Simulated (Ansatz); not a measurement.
CH6F2SiSn can be A, `[CH3][Sn]([F])([F])[SiH3]`, or B, `[CH3][SnH]([F])[SiH2]F`.

Gas-phase electronic energies from Ansatz, PBE0-D4/def2-TZVP geometries. CCSD(T)/CBS adds triple-zeta CCSD(T) − MP2 to the extrapolated MP2 energy (def2 sets, frozen cores). DFT in def2-TZVPP. def2 core potentials past Kr. For Sn outer-core shells are correlated without core-valence functions, which leaves a few kJ/mol of doubt a bond. Each species was taken in one conformer, which may not be the lowest.

A:

```xyz
11

C    -1.830    0.452   -0.929
Sn    0.230    0.101   -0.580
F     0.739   -1.221   -1.883
F     1.122    1.680   -1.226
Si    1.409   -0.550    1.604
H    -1.944    0.708   -1.983
H    -2.178    1.279   -0.311
H    -2.405   -0.445   -0.704
H     0.848   -1.841    2.074
H     2.859   -0.674    1.327
H     1.152    0.510    2.611
```

B:

```xyz
11

C     0.4629   -0.8427    1.7498
Sn   -0.8259   -0.1220    0.2156
F    -1.5649   -1.7357   -0.5624
Si    0.3055    1.0696   -1.7730
F     1.7992    0.4994   -1.9229
H     0.8576   -0.0106    2.3340
H     1.2895   -1.3927    1.3017
H    -0.1046   -1.5056    2.4026
H    -2.2011    0.6910    0.8325
H    -0.4224    0.8155   -3.0403
H     0.4044    2.5339   -1.5376
```

**Question.** Which isomer does CCSD(T)/CBS put lower? Give the gap. (Estimate.)

**Answer.** Computed: B, by 36.8 kJ/mol.

**Question.** Give E(B) − E(A) in kJ/mol with CCSD(T)/def2-TZVPP, r2SCAN-D4, CCSD/def2-TZVPP, ωB97M-V, PBE0-D4, MP2/def2-TZVPP, HF/def2-TZVPP. (Best estimate.)

**Answer.** Ansatz gave: CCSD(T)/def2-TZVPP -41.1, r2SCAN-D4 -33.8, CCSD/def2-TZVPP -43.7, ωB97M-V -39.4, PBE0-D4 -36.4, MP2/def2-TZVPP -41.7, HF/def2-TZVPP -48.3. None reverses the order clearly.

Largest T1 diagnostic: 0.014.

In def2-TZVPP, CCSD(T) changes the Hartree–Fock value by +7.2 kJ/mol (the triples alone add +2.7 kJ/mol) and MP2 by +6.6 kJ/mol. From PBE to PBE0 (25 % exact exchange), in def2-TZVPP and without D4, E(B) − E(A) moves by −7.6 kJ/mol.
